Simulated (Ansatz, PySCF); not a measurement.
(Z)-1-fluorobut-1-ene (C4H7F), SMILES CC/C=C\F.

Geometry: B3LYP-D3(BJ)/def2-SVP. One conformer was computed; it need not be the lowest.

Vertical ionisation energy (IE) and electron affinity (EA) in eV. Rows of orbital energies are one-electron estimates. Where ΔSCF, EOM or ADC give a negative EA the extra electron is unbound and the value depends on the basis.

| level | IE | EA |
|---|---|---|
| −ε(HOMO), −ε(LUMO), HF/def2-TZVP (PySCF) | 9.89 | -3.75 |
| −ε(HOMO), −ε(LUMO), PBE/def2-TZVP (PySCF) | 5.99 | 0.55 |
| ΔSCF, PBE0/def2-SVPD (Ansatz), final states of multiplicity 2 and 2 | 9.56 | -1.82 |
| ΔSCF, PBE/def2-SVPD (Ansatz), final states of multiplicity 2 and 2 | 9.43 | -1.61 |

Question: What vertical singlet–triplet gap does ΔSCF give with PBE0/def2-SVPD (Ansatz, an electronic-structure program) and with PBE/def2-SVPD (Ansatz)? (Estimate from the structure and the level; the computed values follow.)

Answer: 4.32 and 4.44 eV (triplet above singlet where positive).
